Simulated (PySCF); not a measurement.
`O=COCC(=O)[O-]` (charge -1). Computed with PySCF, PBE0-D3(BJ)/def2-SVP geometry optimisation, gas phase.

```
atom  x, y, z in Å
O1     2.0523    0.1846   -0.5033
C2     1.5786   -0.3062    0.4870
O3     0.3903   -0.8572    0.6242
C4    -0.6057   -0.5013   -0.3376
C5    -1.1873    0.9345   -0.0926
O6    -0.5846    1.6237    0.7427
O7    -2.1809    1.1650   -0.8013
H8     2.1435   -0.4280    1.4410
H9    -0.1882   -0.5551   -1.3549
H10   -1.4066   -1.2453   -0.2319
```

**Question.** How far are the heavy atoms from their best plane (unweighted least squares)?

**Answer.** 0.528 Å rms; O1 0.87, C2 0.23, O3 0.64, C4 0.17, C5 0.02, O6 0.66, O7 0.52 Å (magnitudes).

**Question.** What are the angles O3–C2–H8, O1–C2–H8, C2–O3–C4, O3–C4–H10, C5–C4–H9, O3–C4–H9, H9–C4–H10, C4–C5–O6?

**Answer.** From the scalar product of the two bond vectors; for O3–C2–H8 it is -0.4733 Å² over 1.3170 × 1.1154 Å², cos θ = -0.3222. O3–C2–H8 108.8°; O1–C2–H8 123.3°; C2–O3–C4 117.0°; O3–C4–H10 105.9°; C5–C4–H9 109.3°; O3–C4–H9 110.2°; H9–C4–H10 109.4°; C4–C5–O6 115.7°.

**Question.** Where is the centre of mass (commonest isotopes), and what is the radius of gyration?

**Answer.** Mass 103.003 u; centre at (-0.070, 0.322, 0.015) Å; Rg = √(Σ m r²/M) = 1.786 Å. As Ia + Ib + Ic = 2 Σ m r², the three principal moments sum to 657.2 u·Å².

**Question.** What is the repulsion energy of the bare nuclei, Σ ZA·ZB/RAB?

**Answer.** 294.32 Eh over 45 pairs, with full nuclear charges and distances in bohr; the largest single term is 21.12 Eh (O1 with C2).

**Question.** Write the matrix of distances between heavy atoms (Å, lower triangle).

**Answer.** 
```
O1    0.000
C2    1.202  0.000
O3    2.262  1.317  0.000
C4    2.750  2.343  1.430  0.000
C5    3.351  3.086  2.493  1.568  0.000
O6    3.252  2.910  2.668  2.384  1.239  0.000
O7    4.355  4.238  3.568  2.339  1.242  2.268  0.000
```

Not checked by PBE0-D3(BJ)/def2-SVP frequencies.

One conformer stands for the species.
